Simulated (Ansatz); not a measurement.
AlH$_{8}$NOSi$_{2}$, SMILES `N[Si](O)([AlH2])[SiH3]`, relaxed with RKS PBE-D4/def2-SVP in Ansatz 0.2.0 from a rough embedded geometry. The force threshold is 0.03 eV/Å; the program also tests the step.

The species carries charge 0 and has multiplicity 1.

Start:

```xyz
13

N    -1.046   -0.968    1.249
Si    0.157   -0.126    0.270
O     1.599   -0.052    1.142
Al    0.558   -1.308   -1.719
Si   -0.493    1.954   -0.243
H    -0.741   -1.864    1.501
H    -1.140   -0.396    2.162
H     1.887   -0.983    1.360
H    -0.367   -2.654   -1.971
H     1.554   -0.824   -2.782
H    -1.766    1.880   -0.968
H     0.555    2.606   -1.015
H    -0.757    2.734    1.013
```

By how much does the energy fall, and how many steps does the optimiser take? (An estimate is asked.)

Computed: 61.54 kJ/mol, in 17 steps.

Which bonds change most? (Best estimate.)

The calculation gave: Si2–Si5 from 2.239 to 2.351 Å; Si2–Al4 from 2.349 to 2.460 Å; Al4–H10 from 1.535 to 1.606 Å; N1–H7 from 1.081 to 1.026 Å.

Give the relaxed structure. (Estimate.)

Computed: 
```xyz
13

N    -1.060   -0.898    1.063
Si    0.320   -0.135    0.286
O     1.741    0.028    1.217
Al    0.465   -1.556   -1.717
Si   -0.362    2.087   -0.074
H    -1.057   -1.908    1.238
H    -1.585   -0.415    1.800
H     2.192   -0.818    1.392
H     0.600   -3.150   -1.511
H     0.339   -1.003   -3.220
H    -1.473    2.122   -1.093
H     0.768    2.942   -0.582
H    -0.889    2.703    1.200
```
